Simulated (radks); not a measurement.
Values are calculated unless marked as measured or tabulated.
Isoelectronic series with 48 electrons, all held in the configuration [Kr] 4d10 5s2, which need not be the ground one along the series. Level of theory: Dirac Kohn-Sham, LDA (Slater exchange, Perdew-Wang correlation), spin-unpolarised, spherical densities, finite nucleus; Fermi nuclear charge, rms radius of each element as measured or else 0.836 A^(1/3) + 0.57 fm (a radial shooting solver on a logarithmic mesh with Libxc functionals). Total energies (hartree) and orbital eigenvalues (eV):

| ion | E (hartree) | 5s1/2 | 4d5/2 | 4d3/2 |
|---|---|---|---|---|
| Cd | -5590.86415 | -5.9549 | -11.6196 | -12.3219 |
| In+ | -5877.67527 | -15.2995 | -25.9049 | -26.7741 |
| Sn2+ | -6172.71635 | -26.5235 | -42.9562 | -44.0138 |
| Sb3+ | -6476.00507 | -39.3840 | -62.4213 | -63.6899 |
| Te4+ | -6787.56491 | -53.7549 | -84.1081 | -85.6118 |
| I5+ | -7107.43664 | -69.5598 | -107.8963 | -109.6605 |
| Xe6+ | -7435.65254 | -86.7487 | -133.7042 | -135.7563 |
| Cs7+ | -7772.2600 | -105.2871 | -161.4735 | -163.8423 |
| Ba8+ | -8117.3024 | -125.1506 | -191.1606 | -193.8768 |
| La9+ | -8470.8335 | -146.3218 | -222.7323 | -225.8282 |
| Ce10+ | -8832.9037 | -168.7879 | -256.1621 | -259.6721 |
| Pr11+ | -9203.5706 | -192.5401 | -291.4291 | -295.3893 |
